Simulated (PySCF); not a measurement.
**Excitation energy of Mg by level of theory**

Mg [Ne] 3s2 (1S) → Mg [Ne] 3s1 3d1 (3D), as a difference of total energies. Calculation: PySCF 2.14, in aug-cc-pCVTZ-DK with one added diffuse shell each of s, p, d, f type (9s8p6d4f, 91 functions); the spin-free X2C one-electron Hamiltonian (Gaussian nucleus). Correlated levels: valence: [Ne] frozen. The calculations carry no spin-orbit coupling.

```
           method  excitation energy (cm⁻¹)  error (cm⁻¹)
              UHF                     40835         -7122
    MP2 (valence)                     45584         -2373
SCS-MP2 (valence)                     46953         -1004
   CCSD (valence)                     47248          -709
```

Reference: 47957 cm⁻¹ (measured; NIST levels, between the centres of gravity of the two terms).

Errors of the correlated levels include the incompleteness of this basis and the frozen core.

With two correlated electrons CCSD is exact in that space.
